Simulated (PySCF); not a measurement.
The dipole of `O(C)C[SiH2]N=C` from its density and from atomic charges.

Coordinates (PBE0-D3(BJ)/def2-SVP, Å) and charges (e) from the PBE0/pcSseg-1 density (PySCF):

```json
{"atom": "C1", "x": "3.248", "y": "-0.160", "z": "-0.414", "Mulliken": "+0.0241", "IAO": "-0.0739", "Hirshfeld": "+0.0279", "ESP-fitted": "+0.2802"}
{"atom": "N2", "x": "2.166", "y": "-0.291", "z": "0.221", "Mulliken": "-0.5580", "IAO": "-0.5152", "Hirshfeld": "-0.2378", "ESP-fitted": "-0.6459"}
{"atom": "Si3", "x": "0.660", "y": "0.547", "z": "-0.122", "Mulliken": "+0.7019", "IAO": "+0.8463", "Hirshfeld": "+0.3541", "ESP-fitted": "+0.7219"}
{"atom": "C4", "x": "-0.612", "y": "-0.835", "z": "-0.451", "Mulliken": "-0.2335", "IAO": "-0.3265", "Hirshfeld": "-0.0834", "ESP-fitted": "-0.2794"}
{"atom": "O5", "x": "-1.843", "y": "-0.411", "z": "-0.971", "Mulliken": "-0.4934", "IAO": "-0.3746", "Hirshfeld": "-0.1457", "ESP-fitted": "-0.3104"}
{"atom": "C6", "x": "-2.658", "y": "0.233", "z": "-0.044", "Mulliken": "-0.0443", "IAO": "-0.1911", "Hirshfeld": "-0.0387", "ESP-fitted": "-0.0442"}
{"atom": "H7", "x": "4.141", "y": "-0.749", "z": "-0.132", "Mulliken": "+0.1259", "IAO": "+0.1387", "Hirshfeld": "+0.0503", "ESP-fitted": "+0.0454"}
{"atom": "H8", "x": "3.396", "y": "0.533", "z": "-1.272", "Mulliken": "+0.1003", "IAO": "+0.1014", "Hirshfeld": "+0.0412", "ESP-fitted": "+0.0113"}
{"atom": "H9", "x": "0.332", "y": "1.358", "z": "1.088", "Mulliken": "-0.0929", "IAO": "-0.1264", "Hirshfeld": "-0.0798", "ESP-fitted": "-0.1288"}
{"atom": "H10", "x": "0.751", "y": "1.459", "z": "-1.312", "Mulliken": "-0.1105", "IAO": "-0.1480", "Hirshfeld": "-0.0872", "ESP-fitted": "-0.1521"}
{"atom": "H11", "x": "-0.157", "y": "-1.507", "z": "-1.198", "Mulliken": "+0.1460", "IAO": "+0.1584", "Hirshfeld": "+0.0456", "ESP-fitted": "+0.1680"}
{"atom": "H12", "x": "-0.741", "y": "-1.442", "z": "0.470", "Mulliken": "+0.1253", "IAO": "+0.1258", "Hirshfeld": "+0.0355", "ESP-fitted": "+0.1228"}
{"atom": "H13", "x": "-2.889", "y": "-0.414", "z": "0.826", "Mulliken": "+0.0906", "IAO": "+0.1163", "Hirshfeld": "+0.0348", "ESP-fitted": "+0.0707"}
{"atom": "H14", "x": "-3.601", "y": "0.492", "z": "-0.547", "Mulliken": "+0.1256", "IAO": "+0.1558", "Hirshfeld": "+0.0505", "ESP-fitted": "+0.0973"}
{"atom": "H15", "x": "-2.207", "y": "1.168", "z": "0.346", "Mulliken": "+0.0927", "IAO": "+0.1130", "Hirshfeld": "+0.0328", "ESP-fitted": "+0.0432"}
```

Problem. What dipole does each set of charges give (1 e·Å = 4.803 D), and what does the density give?

Solution. The full density gives (0.72, 0.47, 0.01) D, 0.86 D in size; dipole vectors point from the negative to the positive end.

```json
{"scheme": "Mulliken", "μx": "1.04", "μy": "1.60", "μz": "0.91", "size (D)": "2.12", "share of the full size (%)": "246", "angle to the full dipole (°)": "34"}
{"scheme": "IAO", "μx": "0.49", "μy": "1.49", "μz": "0.78", "size (D)": "1.75", "share of the full size (%)": "203", "angle to the full dipole (°)": "45"}
{"scheme": "Hirshfeld", "μx": "0.48", "μy": "0.27", "μz": "0.08", "size (D)": "0.56", "share of the full size (%)": "65", "angle to the full dipole (°)": "8"}
{"scheme": "ESP-fitted", "μx": "0.72", "μy": "0.49", "μz": "-0.01", "size (D)": "0.87", "share of the full size (%)": "102", "angle to the full dipole (°)": "2"}
```

Problem. Which set comes closest?

Solution. Length of the difference vector: ESP-fitted 0.03 D, Hirshfeld 0.32 D, IAO 1.29 D, Mulliken 1.48 D. Closest: ESP-fitted. The schemes that divide the density aren't constrained to reproduce the dipole.

Problem. What is left for the Hirshfeld atoms' own dipoles?

Solution. The shares of the density sum to the whole, so what Σ q r misses lies in dipoles about the nuclei. The atomic dipoles sum to (0.72, 0.47, 0.01) − (0.48, 0.27, 0.08) = (0.24, 0.20, -0.07) D, 0.32 D in size.

Problem. With the origin at the mean of the coordinates, (-0.001, -0.001, -0.234) Å, which are the largest single terms, by size, of the Hirshfeld dipole along the direction of the full one?

Solution. N2 -1.90, Si3 +1.45, O5 +1.24, H7 +0.74, H14 -0.67 D; all 15 atoms together +0.55 D. The single terms depend on the origin, their sum doesn't.

Problem. Give the size of the full dipole in other units.

Solution. 0.86 D = 0.338 au = 0.179 e·Å = 2.87 × 10⁻³⁰ C·m.

Geometry: PBE0-D3(BJ)/def2-SVP, one conformer, isolated molecule.

Shape of the structure used: `[CH2:1]=[N:2][SiH2:3][CH2:4][O:5][CH3:6]`: C1–N2–Si3–C4 121°, N2–Si3–C4–O5 -170°, Si3–C4–O5–C6 -73°.
